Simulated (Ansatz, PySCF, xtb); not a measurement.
Noncovalent pair: C2H2 (SMILES C#C) (first 4 atoms) with C2H6O (SMILES COC); geometry from B3LYP-D3(BJ)/def2-TZVP, rigid monomers moved along the line of their centres of mass till H4···O6 is 2.44 Å.
(charge 0, multiplicity 1):
```xyz
13

C      0.5363     0.0417    -0.2194
C      0.0530     0.0058     0.8766
H      0.9640     0.0733    -1.1915
H     -0.3742    -0.0248     1.8575
C     -0.5265     1.3835     4.6735
O     -0.8038     0.0608     4.2578
C      0.0541    -0.8892     4.8584
H      0.4972     1.6773     4.4104
H     -0.6562     1.4922     5.7571
H     -1.2290     2.0390     4.1617
H      1.1034    -0.6953     4.6036
H     -0.2302    -1.8692     4.4794
H     -0.0501    -0.8808     5.9500
```

Monomers are frozen at their geometry in the pair; levels with a basis set take the counterpoise correction. Rows marked so take none.

Rows in 6-31G* carry no dispersion term and start afresh at each structure (6-31G* with six Cartesian d functions).

Programs: Ansatz (Gaussian basis) for Hartree–Fock, density functionals and correlated methods; PySCF for 6-31G* rows, the dispersion terms; xtb for the GFN methods. 

Task: One of these levels gives -3.04 kcal/mol for the interaction energy. Which?
A) B3LYP-D4/def2-TZVPPD
B) B3LYP/6-31G* (no counterpoise)
C) B3LYP/6-31G*
D) GFN-FF

Result: A, B3LYP-D4/def2-TZVPPD. The others give -1.69 (GFN-FF), -2.15 (B3LYP/6-31G*), -3.50 (B3LYP/6-31G* (no counterpoise))

Ansatz is a first-principles code.
